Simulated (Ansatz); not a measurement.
# Ligand exchange: C2H2F2 + HI → C2H2FI + HF

Species: C2H2F2 (1,2-difluoroethene) `F/C=C/F`, singlet; HI, singlet; C2H2FI `F/C=C/I`, singlet; HF (hydrogen fluoride), singlet. The partners trade F for I: C–F and H–I bonds give way to C–I and H–F.

Shapes, held fixed at every level: PBE0-D4/def2-TZVP. Programs: Ansatz 0.2.0. The zero-point and thermal change to 298 K, harmonic and unscaled (PBE0-D4/def2-TZVP), is +5.8 kJ/mol.

```csv
level,kind,ΔH(298 K) (kJ/mol),less CCSD(T)/def2-TZVPP
PBE-D4/def2-TZVPP,GGA,-35.0,+7.0
r2SCAN0-D4/def2-TZVPP,global hybrid,-33.2,+8.8
wB97X-V/def2-TZVPP,range-separated hybrid,-28.6,+13.4
MP2/def2-SVP,perturbation theory,-23.9,+18.1
MP2/def2-TZVPP,perturbation theory,-58.7,-16.7
CCSD/def2-SVP,coupled cluster or CI,-8.3,+33.7
CCSD/def2-TZVPP,coupled cluster or CI,-37.6,+4.4
CCSD(T)/def2-TZVPP,coupled cluster or CI,-42.0,0.0
```

The highest level, CCSD(T)/def2-TZVPP, gives ΔH(298 K) = -42.0 kJ/mol; the levels span -58.7 to -8.3. The column of differences is taken from that level and isn't an error. No measured value is set beside it here. For atoms past krypton def2 sets carry core potentials with scalar relativity. Correlated rows may include outer-core shells of I, which these sets cover unevenly.
